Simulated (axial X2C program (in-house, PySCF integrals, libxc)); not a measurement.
# RuCl: from the spin-free to the two-component result

Computed with an in-house relativistic program for diatomic molecules. Spin-free means the one-electron spin-free X2C Hamiltonian; two-component (2c) means X2C with spin–orbit coupling and atomic mean-field two-electron Coulomb and Gaunt terms, so the difference of the two also holds small scalar two-electron terms. Basis: Ru dyall-cv3z [12s12p8d5f3g], Cl dyall-av3z [9s8p3d2f] (cores contracted in-house); Gaussian nuclei, density fitting, unrestricted open shells. Masses: Ru 101.904 u, Cl 34.969 u.

Spin-free state: M_S = 3/2, Λ = 2 (beyond evenly filled blocks: π+α, π-α, δ+α, δ+β, δ-α); fragments Ru + Cl.

| level | Re (Å) | ωe (cm⁻¹) | De (eV) | μ (D) |
| --- | --- | --- | --- | --- |
| PBE0 | 2.231 | 354.3 | 3.496 | -4.72 |
| HF | 2.391 | 297.9 | 2.228 | -7.07 |
| MP2 | 2.243 | 347.6 | 3.559 | n/a |
| CCSD | 2.270 | 339.0 | 3.333 | n/a |
| CCSD(T) | 2.255 | 345.8 | 3.420 | n/a |
| BHandHLYP | 2.285 | 334.0 | 3.240 | -5.60 |

Correlated methods: 15 electrons correlated (number of frozen shells: Ru 4 s, 3 p, 1 d; Cl 2 s, 1 p), 289 virtual spin orbitals or spinors in MP2, 110 natural virtuals in coupled cluster.

Dipoles are positive if Cl is the positive end.

Two-component determinant lowest at the distance of the search:

Ω = 7/2 (⟨Sz⟩ = 1.47, ⟨Lz⟩ = 2.03 at HF); fragments Ru + Cl.

```csv
level,Re (Å),ωe (cm⁻¹),μ (D)
PBE0,2.232,354.1,-4.72
HF,2.392,297.7,-7.07
MP2,2.245,347.4,n/a
CCSD,2.272,338.6,n/a
CCSD(T),2.257,345.4,n/a
BHandHLYP,2.286,333.9,-5.60
```

Q: From the two tables, how do the constants change at the CCSD(T) level (2c against spin-free)?

A: At the CCSD(T) level Re goes up by 0.002 Å and ωe decreases by 0.4 cm⁻¹.

The state is a single determinant with fixed occupations, the lowest that a limited PBE0 search found. De is counted from the lowest determinant-based energies of the atoms at the same level, without counterpoise correction. De is not given where an atomic determinant may have missed its ground term or J level, or where the truncated virtual space spoils (T). Density functionals use the spin component along the axis (collinear). Coupled cluster ran in a truncated set of natural virtual spinors; the MP2 energy of the rest was added. (T) has no such correction and the atoms are truncated less, which lowers De at CCSD(T) by a hundredth of an eV or more. Other states lie close and PBE0, whose exact exchange favours high spin, may order them wrongly; the determinant shown need not be the ground state. The nearest other spin-free determinant of the search, M_S = 3/2, Λ = 3, lies 0.07 eV up at the distance of the search. The functionals have no current-density term, which raises determinants with orbital currents, atoms included. With several unpaired electrons one determinant need not be a pure state.
